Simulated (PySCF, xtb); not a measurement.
Si(H)(Me)(OH)(OMe) (C2H8O2Si), SMILES O([SiH](C)O)C.

Coordinates come from a PBE-D3(BJ)/def2-SVP optimisation. The values are those of a single conformer.

Level of theory: IEF-PCM-PBE0/def2-SVP in PySCF 2.14.0.

The values are the electrostatic part of the solvation free energy, E(continuum) − E(gas) at the gas-phase geometry, in a cavity of scaled van der Waals radii (PySCF's table); cavitation and dispersion terms are not included. In vacuum the orbital gap is 9.20 eV. The dipole moment in vacuum is 1.71 D.

```json
[
 {"solvent": "water", "ε": "78.36", "ΔG(elec) (kcal/mol)": "-5.9", "dipole (D)": "2.20", "gap (eV)": "9.57"},
 {"solvent": "cyclohexanone", "ε": "15.62", "ΔG(elec) (kcal/mol)": "-5.4", "dipole (D)": "2.15", "gap (eV)": "9.54"},
 {"solvent": "tetrahydrofuran", "ε": "7.43", "ΔG(elec) (kcal/mol)": "-4.7", "dipole (D)": "2.08", "gap (eV)": "9.50"}
]
```

For comparison, GFN2-xTB/ALPB(water) (xtb, at the GFN2-xTB geometry, all terms of that model) gives -4.9 kcal/mol.
